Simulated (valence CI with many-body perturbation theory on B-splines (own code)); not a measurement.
## Questions on Eu32+

Level of theory: relativistic CI+MBPT: three valence electrons over a frozen Dirac-Fock core [Ar] 3d10, radial functions for each j: 11 s, 11 p, 9 d, 7 f, 5 g, 2 h, 1 i, with the one-electron correlation potential Σ1 (screened to all orders), the two-electron term Σ2, the three-electron term Σ3, Breit, model QED; selected single and double excitations, second order for the rest (own B-spline code, finite nucleus).

No measured spectrum was set against this ion. As an estimate, large intervals hold to a few tenths of a per cent, small ones and those within an open d or f shell to about a per cent.

Levels are named by their leading jj configuration (3d3/2^4 stands for four electrons in 3d with j = 3/2), which in mixed levels can hold well under half, so a name can repeat and another be missing.

Rates and lifetimes use the calculated energies. Strong lines usually hold to 10 to 20 %, long lifetimes can be off by a factor of two.

(1) What is the ground level?

(2) How well does LS coupling describe the low levels?

(3) Where does the other parity begin?

(4) Name the longest-lived excited levels whose lifetime is computed, and their main decay.

(5) What are the static dipole polarisabilities of the lowest levels?

(6) Among levels below 377.63 eV, which E1 lines absorb most strongly from the ground level?

(7) What is the ionisation energy?

Results:

(1) (4s^2 4p1/2) J=1/2, composition 99 % 4s2 4p 2P°, g = 0.662.

(2) Among the lowest 20 levels the leading LS term, summed over configurations, holds 67 % on average. For single configurations the figures are 63 % in LS and 83 % in jj coupling. Terms mix most in the J = 3/2 level at 188.90 eV, where the leading one holds 44 %.

(3) At (4s 4p1/2^2) J=1/2, 69.85 eV.

(4) (4s 4p3/2 4d5/2) J=9/2 at 265.99 eV lives 3.86 μs, mostly by M1 to (4s 4p1/2 4d5/2) J=7/2; (4s^2 4p3/2) J=3/2 at 41.15 eV lives 3.00 μs, mostly by M1 to (4s^2 4p1/2) J=1/2.

(5) (4s^2 4p1/2) J=1/2 0.0785 bohr³, of which the core gives 0.00490.

(6) to (4s^2 4d3/2) J=3/2 at 7.793 nm, f = 0.533; to (4s 4p1/2 4p3/2) J=1/2 at 10.30 nm, f = 0.388; to (4s 4p1/2 4p3/2) J=3/2 at 10.57 nm, f = 0.354.

(7) 1298 eV; NIST lists 1296 ± 4 eV (theoretical).
